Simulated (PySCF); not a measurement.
## B(H2O)F3: computed shieldings and shifts

B(H2O)F3, BF3H2O, point group C1.

Cartesian coordinates in Å; atom numbers follow the order of the lines, from 1:
```xyz
7

B     0.1815   -0.0787   -0.7183
O     0.0056   -0.1267    1.0273
H    -0.9117   -0.3658    1.2223
H     0.1404    0.7648    1.3788
F     1.5139   -0.0334   -0.8558
F    -0.4825    1.0633   -1.0113
F    -0.4472   -1.2236   -1.0430
```

GIAO calculations in PySCF 2.14.0 with density-fitted response routines on the PBE0-D3(BJ)/def2-SVP structure: isolated species, non-relativistic, equivalent atoms averaged; basis pcSseg-1.

**Question.** Give the isotropic shieldings (ppm) with B3LYP, PBE0.

**Answer.** 
| atoms | environment | B3LYP | PBE0 |
| --- | --- | --- | --- |
| F5/F6/F7 | fluorine bonded to B | 326.6 | 328.6 |
| O2 | oxygen bonded to B, 2 H | 259.7 | 263.7 |
| B1 | boron bonded to 3 F, O | 95.9 | 98.8 |
| H3/H4 | hydrogen on an oxygen bonded to B | 28.41 | 28.26 |
| HOMO–LUMO gap (eV) | – | 9.81 | 10.63 |

**Question.** And the chemical shifts, against references computed in the same way?

**Answer.** 
```csv
atoms,"nucleus, reference",B3LYP,PBE0
F5/F6/F7,"19F, CFCl3",-154.6,-151.3
O2,"17O, H2O",74.3,70.9
B1,"11B, BF3·OEt2",1.9,1.9
H3/H4,"1H, TMS",2.98,3.01
```

**Question.** Which part of the shielding of F5/F6/F7 depends on the functional?

**Answer.** Diamagnetic: B3LYP 470, PBE0 469 ppm; paramagnetic: B3LYP -144, PBE0 -141 ppm.

**Question.** What couplings does B3LYP/pcJ-1 give?

**Answer.** 1J(O2,H3) = -85.4, 1J(B1,F5) = -56.8, 1J(B1,O2) = 2.7, 2J(F5,F6) = -64.7, 2J(O2,F5) = -20.7, 2J(H3,H4) = -8.1 Hz (averaged over equivalent pairs; isotopes 17O, 1H, 11B, 19F).

Unscaled 19F shifts against computed CFCl3 carry errors that often reach 10 to 50 ppm. Experimental scales use liquid or dissolved standards, which lie at an offset from isolated H2O (liquid H2O: subtract about 36 ppm).
